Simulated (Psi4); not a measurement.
CuF2 (SMILES [F][Cu][F]), doublet, geometry from GFN2-xTB (such geometries of metal compounds can be far from the true shape), with bond 3-1 at 2.2 times its length; HF/def2-SV(P) in Psi4.

Input for Psi4:
```
memory 2 GB

molecule mol {
0 2
  Cu    0.000000    0.000000    0.000000
  F     0.000000    0.000000    1.701134
  F     0.000000    0.000000   -3.742494
}

set basis def2-sv(p)
set reference uhf
set stability_analysis follow
set scf_type pk

energy('scf')
print_variables()
```

What the program printed (banner, timings and long lists left out):

```
   => Loading Basis Set <=

    Name: DEF2-SV(P)
    Role: ORBITAL
    Keyword: BASIS

         ---------------------------------------------------------
                                   SCF
               by Justin Turney, Rob Parrish, Andy Simmonett
                          and Daniel G. A. Smith
                              UHF Reference
         ---------------------------------------------------------

  ==> Geometry <==

    Molecular point group: c2v
    Full point group: C_inf_v

    Geometry (in Angstrom), charge = 0, multiplicity = 2:

       Center              X                  Y                   Z               Mass
    ------------   -----------------  -----------------  -----------------  -----------------
         CU           0.000000000000     0.000000000000     0.384265947520    62.929597720000
         F            0.000000000000     0.000000000000     2.085399947520    18.998403162730
         F            0.000000000000     0.000000000000    -3.358228052480    18.998403162730

  Running in c2v symmetry.

  Rotational constants: A = ************  B =      0.05506  C =      0.05506 [cm^-1]
  Rotational constants: A = ************  B =   1650.63524  C =   1650.63524 [MHz]
  Nuclear repulsion =  125.968751145672755

  Charge       = 0
  Multiplicity = 2
  Electrons    = 47
  Nalpha       = 24
  Nbeta        = 23

  ==> Algorithm <==

  SCF Algorithm Type is PK.
  DIIS enabled.
  MOM disabled.
  Fractional occupation disabled.
  Guess Type is SAD.
  Energy threshold   = 1.00e-06
  Density threshold  = 1.00e-06
  Integral threshold = 1.00e-12

  ==> Primary Basis <==

  Basis Set: DEF2-SV(P)
    Blend: DEF2-SV(P)
    Number of shells: 22
    Number of basis functions: 52
    Number of Cartesian functions: 56
    Spherical Harmonics?: true
    Max angular momentum: 2

  ==> Integral Setup <==

  Using in-core PK algorithm.
   Calculation information:
      Number of atoms:                   3
      Number of AO shells:              22
      Number of primitives:             52
      Number of atomic orbitals:        56
      Number of basis functions:        52

      Integral cutoff                 1.00e-12
      Number of threads:                 1

  Performing in-core PK
  Using 1900262 doubles for integral storage.
  We computed 19601 shell quartets total.
  Whereas there are 32131 unique shell quartets.

  ==> DiskJK: Disk-Based J/K Matrices <==

    J tasked:                  Yes
    K tasked:                  Yes
    wK tasked:                  No
    Schwarz Cutoff:          1E-12

  Minimum eigenvalue in the overlap matrix is 4.4540169705E-02.
  Reciprocal condition number of the overlap matrix is 1.6472790314E-02.
    Using symmetric orthogonalization.

  ==> Pre-Iterations <==

  SCF Guess: Superposition of Atomic Densities via on-the-fly atomic UHF (no occupation information).

   -------------------------
    Irrep   Nso     Nmo
   -------------------------
     A1        26      26
     A2         4       4
     B1        11      11
     B2        11      11
   -------------------------
    Total      52      52
   -------------------------

  ==> Iterations <==

                        Total Energy        Delta E     RMS |[F,P]|

   @UHF iter SAD: -1832.80594012584038   -1.83281e+03   0.00000e+00
    Occupation by irrep:
             A1    A2    B1    B2
    DOCC [    14,    0,    5,    4 ]
    SOCC [     0,    0,    0,    1 ]
    NA   [    14,    0,    5,    5 ]
    NB   [    14,    0,    5,    4 ]

   @UHF iter   1: -1835.74907403258726   -2.94313e+00   6.22999e-02 ADIIS/DIIS
    Occupation by irrep:
             A1    A2    B1    B2
    DOCC [    13,    1,    4,    5 ]
    SOCC [     0,    0,    1,    0 ]
    NA   [    13,    1,    5,    5 ]
    NB   [    13,    1,    4,    5 ]

   @UHF iter   2: -1822.14982290508237    1.35993e+01   1.71816e-01 ADIIS
   @UHF iter   3: -1837.07420925111910   -1.49244e+01   3.32483e-02 ADIIS/DIIS
   @UHF iter   4: -1837.31397425079604   -2.39765e-01   8.04764e-03 ADIIS/DIIS
   @UHF iter   5: -1837.33096000807768   -1.69858e-02   5.56831e-04 ADIIS/DIIS
   @UHF iter   6: -1837.33110108279379   -1.41075e-04   2.56463e-04 ADIIS/DIIS
   @UHF iter   7: -1837.33113500959689   -3.39268e-05   7.77369e-05 DIIS
   @UHF iter   8: -1837.33114014728835   -5.13769e-06   6.05197e-05 DIIS
   @UHF iter   9: -1837.33114215196224   -2.00467e-06   9.40813e-06 DIIS
   @UHF iter  10: -1837.33114244763965   -2.95677e-07   6.68181e-06 DIIS
   @UHF iter  11: -1837.33114256783733   -1.20198e-07   2.56749e-06 DIIS
   @UHF iter  12: -1837.33114260067146   -3.28341e-08   1.17493e-06 DIIS
   @UHF iter  13: -1837.33114260837601   -7.70456e-09   7.84695e-07 DIIS
  Energy and wave function converged.

    Wavefunction stable under totally symmetric rotations.
    Lowest totally symmetric eigenvalue: 0.057933
    Lowest UHF->UHF stability eigenvalues:
      B1 0.001946        A1 0.057933        B2 0.114313        A2 0.134497

    Stability analysis over.

  ==> Post-Iterations <==

   @Spin Contamination Metric:   2.454499451E-03
   @S^2 Expected:                7.500000000E-01
   @S^2 Observed:                7.524544995E-01
   @S   Expected:                5.000000000E-01
   @S   Observed:                5.000000000E-01

    Orbital Energies [Eh]
    ---------------------

    Alpha Occupied:

[...]
    Alpha Virtual:

[...]
      26A1     3.769410

    Beta Occupied:

[...]
    Beta Virtual:

[...]
    Final Occupation by Irrep:
             A1    A2    B1    B2
    DOCC [    13,    1,    4,    5 ]
    SOCC [     0,    0,    1,    0 ]
    NA   [    13,    1,    5,    5 ]
    NB   [    13,    1,    4,    5 ]

  @UHF Final Energy: -1837.33114260837601

   => Energetics <=

    Nuclear Repulsion Energy =            125.9687511456727549
    One-Electron Energy =               -2821.0041745531980268
    Two-Electron Energy =                 857.7042807991492737
    Total Energy =                      -1837.3311426083760125

  UHF NO Occupations:
  HONO-2 :   12 A1 1.9998605
  HONO-1 :   13 A1 1.9990383
  HONO-0 :    5 B1 1.0000000
  LUNO+0 :   14 A1 0.0009617
  LUNO+1 :   15 A1 0.0001395
  LUNO+2 :    6 B2 0.0001264
  LUNO+3 :   16 A1 0.0000001

Computation Completed

Properties will be evaluated at   0.000000,   0.000000,   0.000000 [a0]

Properties computed using the SCF density matrix

 Multipole Moments:

 ------------------------------------------------------------------------------------
     Multipole            Electronic (a.u.)      Nuclear  (a.u.)        Total (a.u.)
 ------------------------------------------------------------------------------------

 L = 1.  Multiply by 2.5417464519 to convert [e a0] to [Debye]
 Dipole X            :          0.0000000            0.0000000            0.0000000
 Dipole Y            :          0.0000000            0.0000000            0.0000000
 Dipole Z            :         -1.8809847           -0.5891041           -2.4700888
 Magnitude           :                                                    2.4700888

 ------------------------------------------------------------------------------------

  Variable Map:
  ----------------------------------------------------------------------------
[...]
[...]
```
